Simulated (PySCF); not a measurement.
**Zr(23+): fine-structure interval**

Zr(23+) [Ne] 3s2 3p5 [3p1/2^2 3p3/2^3, M_J = 3/2] → Zr(23+) [Ne] 3s2 3p5 [3p1/2^1 3p3/2^4, M_J = 1/2], as a difference of total energies. All numbers are calculated (PySCF 2.14, the two-component X2C-1e Hamiltonian, in an uncontracted even-tempered set (19 s from 3 bohr⁻², ratio 2.4; 14 p from 3.8 bohr⁻², ratio 2.4; 5 d from 17 bohr⁻², ratio 2.6; 4 f from 25 bohr⁻², ratio 2.6)). Correlated levels: 1s2 frozen; the 56 highest virtual spinors dropped. "Screened" scales the spin-orbit matrix elements by Boettger's factors to mimic the two-electron term; Breit and QED terms are absent.

```csv
method,fine-structure interval (cm⁻¹)
GHF (screened spin-orbit),151190
GMP2 (screened spin-orbit),152490
GHF (bare spin-orbit),159420
```
